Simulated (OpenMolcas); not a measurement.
## Ionisation energies of copper

```yaml
Program: OpenMolcas
Basis: ANO-R3 [7s5p5d3f2g1h]
Scalar_Hamiltonian: X2C, finite nucleus
Spin-orbit_coupling: RASSI with atomic mean-field integrals over the reference wave functions, term energies averaged over their components
```

Active shells in each charge state: the valence d shell, with orbitals averaged over the low states. Where CASPT2's correlated closed shells are named, they are those of the first ion.

A. CASSCF
B. SS-CASPT2, IPEA 0.25 Eh, imaginary shift 0.1 Eh (closed shells correlated: 3s 3p)
C. SS-CASPT2, IPEA 0 Eh, imaginary shift 0.1 Eh (closed shells correlated: 3s 3p)
D. SS-CASPT2, IPEA 0.25 Eh, imaginary shift 0.1 Eh (closed shells correlated: none)
E. SS-CASPT2, IPEA 0.25 Eh, imaginary shift 0.1 Eh (closed shells correlated: 2s 2p 3s 3p)

Energies in eV between the lowest computed levels, named as in B; reference values from the NIST Atomic Spectra Database with their kind.

```
           From               To        A        B        C        D        E  Spin-orbit share in B                 Reference
Cu2+ 3d9 2D 5/2     Cu3+ 3d8 3F4   34.060   37.281   37.225   36.864   37.297                 -0.067         36.841 (measured)
   Cu3+ 3d8 3F4  Cu4+ 3d7 4F 9/2   55.041   57.586   57.555   57.222   57.607                 -0.016   57.380 (semi-empirical)
Cu4+ 3d7 4F 9/2     Cu5+ 3d6 5D4   78.403   80.484   80.483   80.153   80.510                 +0.050   79.800 (semi-empirical)
   Cu5+ 3d6 5D4  Cu6+ 3d5 6S 5/2  101.950  103.896  103.876  103.559  103.931                 +0.135  103.000 (semi-empirical)
Cu6+ 3d5 6S 5/2     Cu7+ 3d4 5D0  138.098  139.156  139.191  138.909  139.203                 -0.237  139.000 (semi-empirical)
   Cu7+ 3d4 5D0  Cu8+ 3d3 4F 3/2  166.121  167.186  167.216  166.792  167.248                 -0.103     166.000 (theoretical)
```

Error against the reference values, in %:

```
From       Reference     A     B     C     D     E
Cu2+        measured  -7.5  +1.2  +1.0  +0.1  +1.2
Cu3+  semi-empirical  -4.1  +0.4  +0.3  -0.3  +0.4
Cu4+  semi-empirical  -1.8  +0.9  +0.9  +0.4  +0.9
Cu5+  semi-empirical  -1.0  +0.9  +0.9  +0.5  +0.9
Cu6+  semi-empirical  -0.6  +0.1  +0.1  -0.1  +0.1
Cu7+     theoretical  +0.1  +0.7  +0.7  +0.5  +0.8
```

Absolute error against the one measured value: A 2.78 eV, B 0.44 eV, C 0.38 eV, D 0.02 eV, E 0.46 eV. D lies closest.

The lowest level within the active space need not be the ion's true ground level.
